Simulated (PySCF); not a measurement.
Members of one family of related compounds. Method: PySCF, TDDFT CAM-B3LYP/def2-SVPD, vertical, gas phase, core orbitals frozen in the response. Geometries: PBE0-D3(BJ)/def2-SVP; one conformer of each isolated species. Triplets are in the Tamm–Dancoff approximation. 'Strongest' means the level of largest summed f among the lowest 10 singlets; it needn't be the same kind of state in each.

Task: Rank by computed LUMO energy, lowest first.
A. `FC(F)(F)c1ccsc1`
B. `[SiH3]Cc1ccsc1`
C. `FC(F)(F)Oc1ccsc1`
D. `C1=CC(N2CCCC2)=CS1`
E. `CCC1=CSC=C1`

Result: A (0.02 eV), C (0.23 eV), B (0.60 eV), E (0.73 eV), D (0.96 eV).

```
          SMILES  LUMO (eV)  gap (eV)  HOMO (eV)  strongest (eV)  f (S1)  α (au)  S1 mainly
 FC(F)(F)c1ccsc1       0.02      8.86      -8.84            7.56   0.075    75.4  H→L (75%)
FC(F)(F)Oc1ccsc1       0.23      8.59      -8.36            7.48   0.098    80.4  H→L (90%)
  [SiH3]Cc1ccsc1       0.60      8.47      -7.87            7.07   0.098   103.2  H→L (89%)
       CCc1ccsc1       0.73      8.69      -7.96            7.41   0.089    87.5  H→L (81%)
c1cc(N2CCCC2)cs1       0.96      7.40      -6.44            4.65   0.111   119.3  H→L (96%)
```

H and L stand for HOMO and LUMO.

- `FC(F)(F)c1ccsc1`: Löwdin shares by element: HOMO carbon 86% or more; LUMO carbon 56% or more, sulfur 23% (atoms not listed hold the other 20%).
- `FC(F)(F)Oc1ccsc1`: Löwdin shares by element: HOMO carbon 63% or more, sulfur 15% (atoms not listed hold the other 22%); LUMO carbon 56% or more, sulfur 22% (atoms not listed hold the other 21%).
- `[SiH3]Cc1ccsc1`: Löwdin shares by element: HOMO carbon 61% or more, sulfur 16% (atoms not listed hold the other 23%); LUMO carbon 52% or more, sulfur 21% (atoms not listed hold the other 27%).
- `CCc1ccsc1`: Löwdin shares by element: HOMO carbon 70% or more, sulfur 12% (atoms not listed hold the other 18%); LUMO carbon 54% or more, sulfur 22% (atoms not listed hold the other 24%).
- `c1cc(N2CCCC2)cs1`: Löwdin shares by element: HOMO carbon 29% or more, nitrogen 29%, sulfur 15% (atoms not listed hold the other 27%); LUMO carbon 53% or more, sulfur 20% (atoms not listed hold the other 26%).
